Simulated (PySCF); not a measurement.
Exercise with solution: dipole moment from atomic charges

C4H3FSi, SMILES C#C[SiH](F)C#C. Atoms are numbered in the order given.

```xyz
9

Si     0.4127     0.4703     0.0000
F     -0.5247     1.7955     0.0000
C      0.0323    -0.5118    -1.4953
C     -0.2032    -1.1678    -2.4890
C      0.0323    -0.5118     1.4953
C     -0.2032    -1.1678     2.4890
H      1.8234     0.9119     0.0000
H     -0.4144    -1.7504    -3.3707
H     -0.4144    -1.7504     3.3707
```
Charge 0, spin multiplicity 1.

The structure is a stationary point at ωB97X-D3(BJ)/def2-SVP. This is a generated structure with no PubChem entry under its InChIKey; it may be hypothetical.

Charges (e) from PBE/def2-TZVP in PySCF:

| atom | Mulliken | IAO |
|---|---|---|
| Si1 | 0.501 | 1.223 |
| F2 | -0.278 | -0.510 |
| C3 | -0.158 | -0.349 |
| C4 | -0.114 | -0.154 |
| C5 | -0.158 | -0.349 |
| C6 | -0.114 | -0.154 |
| H7 | -0.032 | -0.126 |
| H8 | 0.176 | 0.209 |
| H9 | 0.176 | 0.209 |

The dipole moment of the full density is 1.96 D.

### Question
What dipole moment does each set of point charges give, and which comes closer to that of the density?

### Answer

μ = Σ q r, and 1 e Å = 4.8032 D.
Mulliken: Σ q r = (0.185, -0.481, 0.000) e Å, |μ| = 2.47 D.
IAO: Σ q r = (0.409, -0.470, 0.000) e Å, |μ| = 2.99 D.
Mulliken comes closer in size. Point charges leave out the atoms' own dipoles (lone pairs, polarised bonds); fits to the potential absorb them, partitions of the density don't.
